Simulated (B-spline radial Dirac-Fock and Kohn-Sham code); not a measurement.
**Ru 2p1/2: cross section and angular parameters**

System: the Ru atom in the configuration [Kr] 4d7 5s1; threshold 2967.0 eV (tabulated edge). Calculated with an atomic code on a B-spline grid, using Dirac-Hartree-Slater photoionisation with a Latter tail; cross sections with all multipoles, angular parameters from the dipole term and its interference with E2.

| hν (eV) | σ (kb) | β | γ | δ |
| --- | --- | --- | --- | --- |
| 2984.4 | 89.0 | 0.598 | -0.140 | 0.038 |
| 3090 | 83.5 | 0.995 | -0.282 | -0.007 |
| 5830 | 15.1 | 1.422 | 0.671 | 0.050 |
| 6000 | 13.9 | 1.417 | 0.713 | 0.052 |
| 6120 | 13.2 | 1.414 | 0.742 | 0.053 |
| 6480 | ? | ? | ? | ? |
| 11600 | 1.95 | 1.211 | 1.574 | 0.123 |
| 12000 | 1.75 | 1.197 | 1.612 | 0.128 |

**Question.** Give the values at 6480 eV.

**Answer.** σ = 11.2 kb, β = 1.402, γ = 0.823, δ = 0.058.
